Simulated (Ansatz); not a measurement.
Start from `O[SiH](Cl)[O][GeH3]` and change one atom or group to get `O[Si@@H](Cl)O[Si@H](F)Cl`.

Ansatz, PBE0-D4/def2-TZVP geometries, multiplicity 1. Each molecule was computed in one conformer, which needn't be the lowest.

Scalar relativity is left out up to krypton.

| property | `O[SiH](Cl)[O][GeH3]` |
| --- | --- |
| size of the dipole moment (ωB97M-V/def2-TZVPP) / D | 1.37 |
| HOMO–LUMO gap (PBE0/def2-TZVPP) / eV | 8.92 |
| size of the dipole moment (PBE/def2-TZVPP) / D | 1.33 |
| size of the dipole moment (B3LYP/def2-TZVPP) / D | 1.33 |
| HOMO–LUMO gap (B3LYP/def2-TZVPP) / eV | 8.42 |
| HOMO–LUMO gap (PBE/def2-TZVPP) / eV | 6.55 |

Task: What does the change do to each property? (Estimate.)

Result: Computed: 
```json
{"property": "size of the dipole moment (ωB97M-V/def2-TZVPP) / D", "`O[Si@@H](Cl)O[Si@H](F)Cl`": "0.60", "shift": "-0.77"}
{"property": "HOMO–LUMO gap (PBE0/def2-TZVPP) / eV", "`O[Si@@H](Cl)O[Si@H](F)Cl`": "9.96", "shift": "1.04"}
{"property": "size of the dipole moment (PBE/def2-TZVPP) / D", "`O[Si@@H](Cl)O[Si@H](F)Cl`": "0.54", "shift": "-0.79"}
{"property": "size of the dipole moment (B3LYP/def2-TZVPP) / D", "`O[Si@@H](Cl)O[Si@H](F)Cl`": "0.60", "shift": "-0.73"}
{"property": "HOMO–LUMO gap (B3LYP/def2-TZVPP) / eV", "`O[Si@@H](Cl)O[Si@H](F)Cl`": "9.35", "shift": "0.93"}
{"property": "HOMO–LUMO gap (PBE/def2-TZVPP) / eV", "`O[Si@@H](Cl)O[Si@H](F)Cl`": "7.51", "shift": "0.96"}
```

With PBE0 the HOMO falls by 0.51 eV and the LUMO rises by 0.53 eV, so the gap widens by about 1.04 eV. PBE moves the HOMO by -0.44 eV and ωB97M-V by -0.55 eV. Dipoles are sizes alone; their direction can turn.

B3LYP here is the variant with VWN-RPA as its local correlation; programs differ in this.
